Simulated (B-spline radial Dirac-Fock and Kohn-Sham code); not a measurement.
# Two-hole binding energies of Tc⁺

System: the Tc⁺ ion, 1s2 2s2 2p6 3s2 3p6 3d10 4s2 4p6 4d5 5s1, inside a Watson sphere of charge -1 and radius 2.2 Å (a model of the Madelung potential; inside it an electron's potential energy is raised by 6.5 eV).

Level of theory: relaxed Dirac-Fock hole states (ΔSCF) with Breit and QED corrections and a finite nucleus; an atomic code on a B-spline grid. U is the two-hole binding energy less the two single-hole energies, the effective repulsion of the holes after relaxation. Each two-hole energy is an average over J within one jj subconfiguration.

| holes | E(a) (eV) | E(b) (eV) | E(ab) (eV) | U (eV) |
| --- | --- | --- | --- | --- |
| 1s⁻² | 21058.0 | 21058.0 | 42777.3 | 661.3 |
| 1s⁻¹ 3p3/2⁻¹ | 21058.0 | 443.6 | 21551.2 | 49.5 |
| 2s⁻² | 3062.9 | 3062.9 | 6231.2 | 105.3 |
| 2p3/2⁻² | 2692.5 | 2692.5 | 5503.3 | 118.4 |
| 2s⁻¹ 3p1/2⁻¹ | 3062.9 | 463.7 | 3570.6 | 44.0 |
| 2s⁻¹ 3d5/2⁻¹ | 3062.9 | 267.1 | 3375.1 | 45.0 |
| 2p3/2⁻¹ 3s⁻¹ | 2692.5 | 561.8 | 3297.4 | 43.2 |
| 2p1/2⁻¹ 3p3/2⁻¹ | 2809.0 | 443.6 | 3297.1 | 44.5 |
| 2p3/2⁻¹ 3p1/2⁻¹ | 2692.5 | 463.7 | 3201.5 | 45.4 |
| 2p1/2⁻¹ 3d5/2⁻¹ | 2809.0 | 267.1 | 3122.0 | 46.0 |
| 2p3/2⁻¹ 3d5/2⁻¹ | 2692.5 | 267.1 | 3004.1 | 44.5 |
| 3p1/2⁻² | 463.7 | 463.7 | 964.3 | 37.0 |
| 3p1/2⁻¹ 3p3/2⁻¹ | 463.7 | 443.6 | ? | ? |
| 3d5/2⁻² | 267.1 | 267.1 | 570.4 | 36.2 |

Question: Give the missing two-hole energy and U.

Answer: E(ab) = 940.8 eV and U = 33.5 eV.

Values without a named source are computed, but for edge energies of neutral atoms, which are taken from tables.
